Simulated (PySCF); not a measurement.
# Mayer bond orders and bond lengths

Species: C5H3O2S (charge -1).
Atom-mapped SMILES: `[O:1]=[C:2]([O-:3])[c:4]1[cH:5][cH:6][cH:7][s:8]1` (hydrogens: H9 on C5; H10 on C6; H11 on C7)

Geometry (GFN2-xTB, Å), atoms numbered from 1 in this order:
```xyz
11
C5H3O2S angstrom
O      2.7317   -0.7852    0.6822
C      2.2264    0.1716    0.0834
O      2.7468    1.1602   -0.4476
C      0.6855    0.1275   -0.0202
C     -0.2115   -0.7878    0.4394
C     -1.5534   -0.4625    0.1381
C     -1.6564    0.7035   -0.5511
S     -0.1135    1.4221   -0.8421
H      0.0945   -1.6671    0.9787
H     -2.4000   -1.0697    0.4210
H     -2.5448    1.1900   -0.9078
```

Bond orders from the PBE0/pcSseg-1 density (PySCF). Isolated species at its GFN2-xTB geometry, gas phase. The pcSseg-1 basis has no diffuse functions, a weakness for an anion.

**Question.** How far do the computed orders between heavy atoms stray from the drawn ones?

**Answer.** The largest departure is 0.751, at C2–O3 (drawn single, 1.751), counting aromatic bonds as 1.5. Drawn single, order above 1.12: C2–O3 (1.751). Drawn single, order below 0.88: C2–C4 (0.798). The bonds drawn aromatic range from 1.15 to 1.56. The SMILES, with its formal charges, is one Lewis structure only.

**Question.** Set the Mayer orders of the bonds between heavy atoms beside their lengths.

**Answer.** 
| bond | drawn as | length (Å) | Mayer order |
| --- | --- | --- | --- |
| O1–C2 | double | 1.237 | 1.798 |
| C2–O3 | single | 1.237 | 1.751 |
| C2–C4 | single | 1.545 | 0.798 |
| C4–C5 | aromatic | 1.361 | 1.548 |
| C5–C6 | aromatic | 1.413 | 1.253 |
| C6–C7 | aromatic | 1.358 | 1.556 |
| C7–S8 | aromatic | 1.727 | 1.147 |
| S8–C4 | aromatic | 1.729 | 1.160 |

By pair of heavy elements: C–O: lowest C2–O3 (1.751, 1.237 Å), highest O1–C2 (1.798, 1.237 Å). C–C: lowest C2–C4 (0.798, 1.545 Å), highest C6–C7 (1.556, 1.358 Å). C–S: all 2 within 0.02 of one another (1.147 to 1.160).

**Question.** And the bonds to hydrogen?

**Answer.** C–H: 0.97 to 0.98 (3 bonds).

**Question.** Sum the orders of all bonds at each heavy atom with more than one neighbour and set the sums beside the valence in the SMILES.

**Answer.** C2 4.347 (drawn 4), C4 3.506 (drawn 4), C5 3.779 (drawn 4), C6 3.787 (drawn 4), C7 3.670 (drawn 4), S8 2.307 (drawn 2). Orders between atoms that aren't bonded are not in these sums.

The Mayer order sums products of elements of PS (density times overlap matrix) between the two atoms' basis functions, so it depends on the basis set.

These values come from a run that also computed NMR shieldings. Hardware: one thread of an Arm Neoverse V1 (shared host). Cost: 17 s.
